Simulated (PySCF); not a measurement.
Si(H)(Cl) anion (ClHSi), SMILES [SiH]Cl (connectivity only; charge and spin as stated), charge -1, multiplicity 2. Atoms are numbered in the order given.

```xyz
3

Si     0.1109     1.1978     0.0000
H     -1.4425     1.3698     0.0000
Cl    -0.0064    -1.0670     0.0000
```
Charge -1, spin multiplicity 2.

Coordinates come from a PBE-D3(BJ)/def2-TZVPD optimisation. The multiplicity is an assumed one; other spin states were not compared. The isomer is the one that the SMILES or the coordinates give; other isomers of the formula were not compared.

These are PBE/pcH-1 (PySCF) values and carry that method's errors.

Unrestricted Kohn–Sham, ⟨S²⟩ = 0.753. Hyperfine tensors hold the contact and dipolar terms, without spin-orbit corrections.

Computed hyperfine couplings:
```tsv
nucleus	A(iso) (MHz)	A(iso) (G)	dipolar principal values (MHz)
29Si no. 1	8.7	3.1	-170.3, 81.7, 88.6
1H no. 2	-30.5	-10.9	-11.2, 4.0, 7.2
35Cl no. 3	3.1	1.1	-14.1, -10.1, 24.2
```

### Question
And the g tensor (effective nuclear charges for spin-orbit coupling, GIAO)? (Estimate from the structure and the level; the computed values follow.)

### Answer
principal values 2.0023, 2.0061, 2.0136; isotropic 2.0073.
